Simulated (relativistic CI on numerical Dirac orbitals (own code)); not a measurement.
**What each ingredient does to the levels of Lu XVIII**

Base calculation: Dirac-Coulomb-Breit CI, separate exchange-only KLI orbitals for each configuration, QED by a radiative potential, unscaled Slater integrals.

CI space (outside the closed core [Ar] 3d10 4p6 4d10): 4s²4f⁸, 4s²4f⁷5s, 4s²4f⁶5s², 4s²4f⁶5s5p, 4s²4f⁷5p, 4s²4f⁷6s, 4s²4f⁷6p, 4f¹⁰. Levels of other configurations are missing.

The lowest level and the first level of each name with at least 55 % of one term (blank where a level has no safe partner in the second run):

| Level | Base (cm⁻¹) | Shift (cm⁻¹) |
| --- | --- | --- |
| 4s²4f⁸ ⁷F6 | 0.0 | 0.0 |
| 4s²4f⁸ ⁷F5 | 5864.1 | -2.4 |
| 4s²4f⁸ ⁷F4 | 8686.9 | +6.9 |
| 4s²4f⁸ ⁷F3 | 11417.4 | +9.3 |
| 4s²4f⁸ ⁷F2 | 13194.9 | +15.3 |
| 4s²4f⁸ ⁷F1 | 14476.0 | +18.6 |
| 4s²4f⁸ ⁷F0 | 15074.0 | +21.6 |
| 4s²4f⁸ ⁵D4 | 36238.4 | +97.7 |
| 4s²4f⁸ ⁵L10 | 46692.7 | -3.8 |
| 4s²4f⁷5s ⁹S°4 | 49780.2 | -48.1 |
| 4s²4f⁸ ⁵L9 | 51087.5 | -8.0 |
| 4s²4f⁸ ⁵D3 | 51937.9 | +91.8 |
| 4s²4f⁸ ⁵L7 | 52737.4 | +16.1 |
| 4s²4f⁸ ⁵L8 | 52909.1 | +0.2 |

At this charge transitions that keep the count of f electrons are usually good to a few per cent. Terms inside the open d or f shell come out 10 to 20 % too wide with unscaled integrals. Levels that differ in their count of f electrons can be misplaced by several ten thousand cm⁻¹, since the correlation energy of f electrons is missing or only estimated; rates across such gaps can be off by orders of magnitude.

**Question.** One thing was changed in a second run, which moved the levels as shown. Which?
A. configuration mixing switched off
B. QED terms removed
C. Breit term removed
D. P86 correlation estimate
E. one mean potential for all configurations

**Answer.** A. Configuration mixing switched off. Without mixing, levels that were pushed by configurations of the same parity and J return to their single-configuration places.

LS names give the leading component of a level, which can be under half, so a name can repeat, a term be missing and a line seem to break the LS rules.
